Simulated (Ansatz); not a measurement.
Reaction (redistribution): `O=C[SiH2][SiH2][SiH3]` + `[OH][Zn][O][SiH3]` → `O=C[SiH2][Zn][OH]` + `[SiH3]O[SiH2][SiH3]`

Program: Ansatz. Geometries: PBE0-D4/def2-TZVP. ΔE: electronic, gas phase. CBS: MP2 limit from def2 TZ/QZ plus the TZ coupled-cluster correction, frozen cores. Functionals use def2-TZVPP. B3LYP here is the variant with VWN-RPA as its local correlation; programs differ in this. For Zn outer-core shells are correlated without core-valence functions, which leaves a few kJ/mol of doubt a bond. Scalar relativity is left out up to krypton. One conformer a species, not always the lowest.

Problem. Is it downhill or uphill in electronic energy at CCSD(T)/CBS, and by how much? (Estimate.)

Solution. Ansatz gave: Downhill: ΔE = -0.68 eV.

Problem. What do these levels give: PBE-D4, PBE0-D4, B3LYP-D4, ωB97X-V, ωB97M-V, B3LYP, SCS-MP2/def2-TZVPP, CCSD/def2-TZVPP, CCSD(T)/def2-TZVPP, HF/def2-QZVPP, HF/CBS(def2), MP2/CBS(def2)? (Best estimate.)

Solution. Computed: PBE-D4 -0.68, PBE0-D4 -0.70, B3LYP-D4 -0.79, ωB97X-V -0.71, ωB97M-V -0.80, B3LYP -0.82, SCS-MP2/def2-TZVPP -0.68, CCSD/def2-TZVPP -0.68, CCSD(T)/def2-TZVPP -0.65, HF/def2-QZVPP -0.84, HF/CBS(def2) -0.83, MP2/CBS(def2) -0.69 eV.

Largest T1 diagnostic among the species: 0.017.

In def2-TZVPP, CCSD(T) changes the Hartree–Fock value by +0.20 eV (the triples alone add +0.03 eV) and MP2 by +0.19 eV.
